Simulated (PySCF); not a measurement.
Geometries of 2 isomers of C5H3F3S, from PySCF 2.14.0, PBE0-D3(BJ)/def2-SVP geometry optimisation, gas phase. One conformer each, no zero-point energy, no frequencies.

Question: Which isomer lies lower at this level?
A.
```xyz
12
angstrom
F     -1.800   -1.480    0.826
C     -1.652   -0.396    0.056
F     -2.486    0.542    0.510
F     -2.061   -0.738   -1.171
C     -0.235    0.078    0.049
C      0.869   -0.760   -0.283
C      2.056   -0.083   -0.232
S      1.835    1.560    0.218
C      0.140    1.363    0.345
H      0.779   -1.814   -0.544
H      3.056   -0.466   -0.434
H     -0.504    2.194    0.629
```
B.
```xyz
12
angstrom
C      3.380    0.991    0.692
C      2.427    0.419    0.205
C      1.334   -0.278   -0.371
C      0.066    0.170   -0.315
S     -1.234   -0.645   -1.156
C     -2.614   -0.161   -0.079
F     -2.506   -0.658    1.146
F     -2.718    1.160    0.043
F     -3.727   -0.623   -0.629
H      4.222    1.501    1.125
H      1.560   -1.220   -0.886
H     -0.188    1.103    0.196
```

Answer: A. That is `FC(F)(F)c1ccsc1`, 67.5 kcal/mol below the other.

```
           SMILES                                   atoms numbered as above      E (Eh)  relative (kcal/mol)  relative (kJ/mol)  dipole (D)
  FC(F)(F)c1ccsc1    [F:1][C:2]([F:3])([F:4])[c:5]1[cH:6][cH:7][s:8][cH:9]1  -888.93484                  0.0                0.0        2.23
C#C/C=C/SC(F)(F)F  [CH:1]#[C:2]/[CH:3]=[CH:4]/[S:5][C:6]([F:7])([F:8])[F:9]  -888.82731                 67.5              282.3        1.15
```

As drawn, the lower has an aromatic ring, which the higher lacks; the higher has a C≡C bond and a C=C bond outside aromatic rings, which the lower lacks.
